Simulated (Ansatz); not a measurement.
Ge2H3⁺. Total charge 1; singlet. Geometry r2SCAN-D4/def2-TZVP, that of the neutral doublet.

Cartesian coordinates in Å:
```
Ge 0.6058 0.2271 -0.0168
Ge -1.3138 -0.6488 1.1304
H 1.9242 0.6147 0.6914
H -2.0416 -0.7158 -0.2855
H 0.8254 0.5228 -1.5195
```

The restricted singlet is unstable towards broken spin symmetry in Hartree–Fock (as tested in another run); at PBE-D4/def2-TZVP, r2SCAN-D4/def2-TZVP, PBE0-D4/def2-TZVP this wasn't settled. The structure comes from a short search, and lower isomers may exist.

(1) Estimate the orbital energies around the gap (eV) in Ansatz with PBE-D4/def2-TZVP, r2SCAN-D4/def2-TZVP, PBE0-D4/def2-TZVP.

Results:

(1) 
| orbital | PBE-D4/def2-TZVP | r2SCAN-D4/def2-TZVP | PBE0-D4/def2-TZVP |
| --- | --- | --- | --- |
| HOMO−5 | -35.67 | -36.42 | -39.52 |
| HOMO−4 | -20.35 | -20.87 | -22.04 |
| HOMO−3 | -17.81 | -18.21 | -19.31 |
| HOMO−2 | -14.40 | -14.80 | -15.74 |
| HOMO−1 | -13.06 | -13.38 | -14.20 |
| HOMO | -11.67 | -11.90 | -12.63 |
| LUMO | -11.09 | -10.99 | -10.19 |
| LUMO+1 | -8.51 | -8.26 | -7.51 |
| LUMO+2 | -6.60 | -6.32 | -5.72 |
| LUMO+3 | -5.26 | -4.95 | -4.40 |
| LUMO+4 | -4.41 | -3.95 | -3.58 |
| LUMO+5 | -3.71 | -3.26 | -2.78 |
